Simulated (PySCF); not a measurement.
Compound: C5H6F2.
SMILES with atom numbers: `[CH3:1][C@H:2]1[CH:3]=[CH:4][C:5]1([F:6])[F:7]` (hydrogens: H8, H9, H10 on C1; H11 on C2; H12 on C3; H13 on C4)

Method: PySCF, PBE0-D3(BJ)/def2-SVP geometry optimisation, gas phase; density fitting, grid level 1; the optimiser is geomeTRIC in internal coordinates, started from a GFN2-xTB structure with every atom displaced at random (about 0.01 Å).

Geometry at step 4:
```
atom  x, y, z in Å
C1     -1.3793   -0.2335    0.8413
C2     -0.4821    0.2446   -0.2836
C3      0.6627    1.1841    0.0597
C4      1.6497    0.3485   -0.2948
C5      0.6664   -0.7126   -0.7059
F6      0.7221   -1.8720   -0.0156
F7      0.6744   -1.0494   -2.0154
H8     -1.9729   -1.0994    0.5141
H9     -2.0779    0.5578    1.1528
H10    -0.7875   -0.5390    1.7165
H11    -1.0773    0.5723   -1.1527
H12     0.6620    2.1945    0.4754
H13     2.7375    0.3892   -0.3009
```

**Question.** Give the atomic forces at this geometry.

**Answer.** 
```json
{"atom": "C1", "Fx (eV/Å)": "0.022", "Fy (eV/Å)": "0.026", "Fz (eV/Å)": "-0.036"}
{"atom": "C2", "Fx (eV/Å)": "0.048", "Fy (eV/Å)": "0.025", "Fz (eV/Å)": "0.084"}
{"atom": "C3", "Fx (eV/Å)": "0.028", "Fy (eV/Å)": "0.077", "Fz (eV/Å)": "0.103"}
{"atom": "C4", "Fx (eV/Å)": "-0.255", "Fy (eV/Å)": "-0.055", "Fz (eV/Å)": "-0.017"}
{"atom": "C5", "Fx (eV/Å)": "0.059", "Fy (eV/Å)": "-0.069", "Fz (eV/Å)": "-0.172"}
{"atom": "F6", "Fx (eV/Å)": "-0.001", "Fy (eV/Å)": "-0.028", "Fz (eV/Å)": "0.052"}
{"atom": "F7", "Fx (eV/Å)": "0.001", "Fy (eV/Å)": "-0.007", "Fz (eV/Å)": "0.030"}
{"atom": "H8", "Fx (eV/Å)": "-0.032", "Fy (eV/Å)": "-0.012", "Fz (eV/Å)": "0.012"}
{"atom": "H9", "Fx (eV/Å)": "0.019", "Fy (eV/Å)": "0.011", "Fz (eV/Å)": "0.003"}
{"atom": "H10", "Fx (eV/Å)": "-0.006", "Fy (eV/Å)": "-0.004", "Fz (eV/Å)": "-0.002"}
{"atom": "H11", "Fx (eV/Å)": "0.029", "Fy (eV/Å)": "-0.031", "Fz (eV/Å)": "-0.038"}
{"atom": "H12", "Fx (eV/Å)": "-0.007", "Fy (eV/Å)": "0.044", "Fz (eV/Å)": "-0.005"}
{"atom": "H13", "Fx (eV/Å)": "0.095", "Fy (eV/Å)": "0.023", "Fz (eV/Å)": "-0.014"}
```

The largest, 0.26 eV/Å, acts on C4; the rms over all components is 0.063 eV/Å. The forces sum to zero within rounding, as they must for an isolated molecule in no field.

**Question.** Give the force on C4 in Eh/bohr and in nN.

**Answer.** 0.261 eV/Å ÷ 51.422 = 0.00508 Eh/bohr, and 0.261 eV/Å × 1.602 = 0.42 nN.

**Question.** How far is this geometry from the end of the optimisation?

**Answer.** 0.005 eV above it, and 0.039 Å rms away after alignment. The bonds farthest from their final lengths, with half the difference of the two atoms' forces along the bond (positive lengthens):

| bond | now (Å) | final (Å) | force along bond (eV/Å) |
| --- | --- | --- | --- |
| C4–H13 | 1.089 | 1.092 | +0.18 |
| C5–F7 | 1.352 | 1.350 | -0.11 |
| C1–C2 | 1.516 | 1.514 | -0.04 |
| C2–C5 | 1.554 | 1.556 | +0.07 |
| C5–F6 | 1.350 | 1.352 | +0.04 |

The angle farthest from its final value is C5–C2–H11, 111.6° against 110.5°.

The cost below is that of the whole optimisation. The run took 97 s on one thread, Arm Neoverse V1 (aarch64) (shared host), and the process peaked at 0.51 GiB of memory.
